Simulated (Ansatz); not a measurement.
Wavefunction ladder for CH₁₀B₂Si₂ (`B[SiH](B)[SiH2]C`)

```xyz
15

B    -1.7540   -1.0990    0.9073
Si   -1.3348    0.6831    0.1617
B    -1.1032    0.8200   -1.7973
Si    0.9792    0.6597    0.7331
C     1.8982   -0.7442   -0.0989
H    -2.3639   -1.2419    1.9254
H    -1.3200   -2.0730    0.3643
H    -1.9372    1.8581    0.8524
H    -1.3318    1.8239   -2.4044
H    -0.6535   -0.1141   -2.3948
H     1.0905    0.5520    2.2153
H     1.5638    1.9741    0.3439
H     1.8379   -0.6598   -1.1855
H     1.4768   -1.7094    0.1880
H     2.9520   -0.7296    0.1894
```

The species carries charge 0 and has multiplicity 1. All single points use the PBE0-D4/def2-TZVP geometry. It is one conformer, not always the lowest. Frozen core, restricted reference, the Gaussian-basis code of Ansatz. CBS rows extrapolate triple and quadruple zeta; past MP2 they add the triple-zeta difference.

```json
{"basis": "def2-TZVPP", "HF (Eh)": "-670.91394", "MP2 corr.": "-0.63403"}
{"basis": "def2-QZVPP", "HF (Eh)": "-670.93593", "MP2 corr.": "-0.67581"}
```

Q: Estimate the CCSD correlation energy and the (T) correction in each basis where they were run (hartree).

A: 
```
     basis  CCSD corr.       (T)
def2-TZVPP    -0.71577  -0.02748
 CBS(def2)    -0.78850     as TZ
```
